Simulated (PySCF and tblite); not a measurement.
Values are calculated unless marked as measured or tabulated.
# Barrier and rate of a rotation

System: C₄H₅FO₃, numbered as in [CH3:1][O:2][C:3](=[O:4])/[CH:5]=[C:6](/[OH:7])[F:8].

Motion: rotation about the C3–O2 bond (torsion O4–C3–O2–C1 from 0° to 180°, rising). The path came from a restrained scan, a climbing-image band and a saddle search at GFN2-xTB; energies are PBE0/pcSseg-1 + D3(BJ)//GFN2-xTB, thermal terms GFN2-xTB. Rate constants are transition-state-theory values, counting equivalent paths, without tunnelling. Run with tblite and PySCF.

| point | symmetry | E(GFN2) kcal/mol | E(DFT) kcal/mol | ZPE change kcal/mol | lowest mode cm⁻¹ | dipole D |
| --- | --- | --- | --- | --- | --- | --- |
| start | Cs | 0.0 | 0.0 | 0.00 | 49 | 2.00 |
| saddle | C1 | 13.2 | 12.6 | -0.41 | 137i | 4.16 |
| end | Cs | 7.1 | 8.3 | 0.13 | 11 | 5.04 |

- Electronic barrier: 12.6 kcal/mol
- Barrier with zero-point energy: 12.2 kcal/mol
- ΔH‡ (298 K): 11.7 kcal/mol
- ΔS‡ (298 K, symmetry apart): -3.0 cal/(mol K)
- Paths: 2 equivalent paths
- End point: a different minimum
- Mean lifetime of the start against this motion at 298 K: 150 µs
- Cost: 56 s on 1 thread of AMD EPYC 7R43 64-Core (shared host) (rough), peak memory 0.82 GiB, launched as `OMP_NUM_THREADS=1 python ens_run.py task.json out`

```tsv
T/K	ΔG‡ kcal/mol	k s⁻¹	ΔG kcal/mol	k back s⁻¹
150	12.4	5.9×10⁻⁶	8.4	1.1×10⁷
200	12.4	0.21	8.4	3.2×10⁸
250	12.5	113	8.4	2.4×10⁹
298	12.6	6780	8.3	8.9×10⁹
350	12.8	1.6×10⁵	8.3	2.4×10¹⁰
400	12.9	1.6×10⁶	8.2	5.1×10¹⁰
500	13.1	3.9×10⁷	8.1	1.4×10¹¹
```

ΔG and ΔG‡ leave out symmetry numbers and mirror images; rates count paths: 2 out, 2 back.
